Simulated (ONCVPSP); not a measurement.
Before and after: ONCV potential for rhodium

```
Element                 : rhodium
Generator               : ONCVPSP 4.0.1
Type                    : optimised norm-conserving Vanderbilt (ONCV)
Functional              : LDA (Perdew-Wang 92)
Relativity              : scalar-relativistic
Frozen core             : [Ar] 3d10
Valence charge          : 17
Reference configuration : 4s2 4p6 4d6 (charge +3)
Partial waves           : 4s: rc 1.65 bohr, ncon 5, nbas 8, qcut 7.8 1/bohr, 2 projectors, debl 0.4 Ha; 4p: rc 1.40 bohr, ncon 4, nbas 7, qcut 9.3 1/bohr, 2 projectors, debl 1.8 Ha; 4d: rc 1.50 bohr, ncon 4, nbas 8, qcut 12.1 1/bohr, 1 projector
Local potential         : polynomial inside 1.15 bohr (lpopt 4, dvloc0 1 Ha)
Core correction         : Teter function, fcfact 5.75, rcfact 1.05
```

In the s channel the program set the typed energies aside and used -4.358, 0.050 Ha. In the p channel the program set the typed energies aside and used -3.167, 0.250 Ha.

Change: p: qcut 5.8.

Cutoffs: the cutoffs (Ha) at which the residual kinetic energy of the hardest occupied pseudo-wave falls to 1 and 0.1 mHa per electron; they do not see the model core or the augmentation charge, which bear on the density cutoff. Errors are all-electron minus pseudo energies relative to the spin-unpolarised reference configuration.

Q: How do hardness, ghosts and transferability respond?

A: The potential gets harder (33 Ha and 42 Ha → 33 Ha and 66 Ha); the errors of the 4 common tests hardly move; neither file shows a bound ghost.

```csv
quantity,base,changed
"cutoff, loose",33 Ha,33 Ha
"cutoff, tight",42 Ha,66 Ha
loose cutoff by channel,"s 25 Ha, p 30 Ha, d 33 Ha","s 25 Ha, p 16 Ha, d 33 Ha"
bound ghosts,none,none
GHOST(+) flags under 300 eV,none,none
"error for 4s2 4p6 4d8 5s1, meV [ΔE -60.29 eV]",+16,+17
"error for 4s2 4p6 4d8, meV [ΔE -52.51 eV]",+16,+16
"error for 4s2 4p6 4d7, meV [ΔE -32.74 eV]",+7.3,+7.6
"error for 4s2 4p6 4d8 5s0.5, meV [ΔE -57.22 eV]",+16,+17
s: phases at 1.67 bohr within 0.05 rad from the reference energy up to (Ha; the scan ends near 5),to the end of the scan,to the end of the scan
p: phases at 1.42 bohr within 0.05 rad from the reference energy up to (Ha; the scan ends near 5),to the end of the scan,to the end of the scan
d: phases at 1.52 bohr within 0.05 rad from the reference energy up to (Ha; the scan ends near 5),2.4,2.4
"rms error of d²Exc/dni dnj with the model core, mHa",2.31,2.27
```
